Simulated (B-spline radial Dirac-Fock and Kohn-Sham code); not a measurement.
# X-ray form factors of chromium in several charge states

Method: Dirac-Fock densities. Computed with a radial B-spline solver.

Configurations: Cr¹²⁺ [Ne] 3s2; Cr¹³⁺ [Ne] 3s1; Cr¹⁷⁺ [He] 2s2 2p3; Cr¹⁹⁺ [He] 2s2 2p1; Cr²¹⁺ [He] 2s1; Cr²³⁺ 1s1. The first column is f₀ of Cr¹²⁺, the others are differences from it.

```
s (Å⁻¹)   Cr¹²⁺  Δ Cr¹³⁺  Δ Cr¹⁷⁺  Δ Cr¹⁹⁺  Δ Cr²¹⁺  Δ Cr²³⁺
      0  12.000   -1.000   -5.000   -7.000   -9.000  -11.000
   0.05  11.963   -0.987   -4.970   -6.967   -8.965  -10.963
    0.1  11.854   -0.950   -4.883   -6.871   -8.860  -10.854
   0.15  11.677   -0.891   -4.742   -6.717   -8.692  -10.678
    0.2  11.440   -0.813   -4.556   -6.511   -8.466  -10.442
   0.25  11.154   -0.722   -4.333   -6.263   -8.194  -10.156
    0.3  10.828   -0.623   -4.084   -5.985   -7.886   -9.831
   0.35  10.475   -0.520   -3.819   -5.686   -7.554   -9.479
    0.4  10.105   -0.419   -3.550   -5.378   -7.207   -9.111
   0.45   9.727   -0.324   -3.284   -5.069   -6.855   -8.735
    0.5   9.351   -0.238   -3.028   -4.767   -6.507   -8.360
    0.6   8.624   -0.101   -2.569   -4.206   -5.843   -7.638
    0.7   7.954   -0.013   -2.194   -3.718   -5.242   -6.972
    0.8   7.346   +0.030   -1.899   -3.306   -4.709   -6.370
    0.9   6.793   +0.041   -1.670   -2.955   -4.234   -5.822
      1   6.281   +0.033   -1.486   -2.650   -3.804   -5.318
    1.1   5.802   +0.016   -1.331   -2.375   -3.405   -4.846
    1.2   5.347   -0.002   -1.191   -2.121   -3.031   -4.400
    1.4   4.507   -0.028   -0.935   -1.655   -2.344   -3.577
    1.6   3.768   -0.036   -0.703   -1.245   -1.745   -2.858
```
